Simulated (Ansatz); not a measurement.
`[NH2][AlH][CH]=O`, relaxed with RKS PBE0-D4/def2-TZVP in Ansatz 0.2.0 from a PBE-D4/def2-SVP geometry. The force threshold is 0.005 eV/Å; the program also tests the step.

The species carries charge 0 and has multiplicity 1.

Start:

```xyz
8

N    -0.015    0.194   -1.513
Al    0.178   -0.812   -0.058
C    -0.099    0.354    1.594
O    -0.376    1.530    1.381
H     0.055   -0.087   -2.493
H    -0.238    1.191   -1.432
H     0.513   -2.371   -0.157
H    -0.018    0.001    2.678
```

**Question.** How much energy does the relaxation release, and in how many steps? (Best estimate.)

**Answer.** Computed: 0.04 eV, in 7 steps, 1 of them rejected.

**Question.** Which bonds change most? (An estimate is asked.)

**Answer.** Ansatz gave: C3–H8 from 1.143 to 1.120 Å; N1–Al2 from 1.780 to 1.758 Å; N1–H6 from 1.025 to 1.008 Å; N1–H5 from 1.022 to 1.006 Å.

**Question.** Give the relaxed structure. (Best estimate.)

**Answer.** Ansatz gave: 
```xyz
8

N    -0.022    0.196   -1.527
Al    0.170   -0.769   -0.070
C    -0.098    0.344    1.600
O    -0.355    1.519    1.443
H     0.060   -0.120   -2.479
H    -0.239    1.180   -1.492
H     0.511   -2.314   -0.124
H    -0.028   -0.036    2.651
```
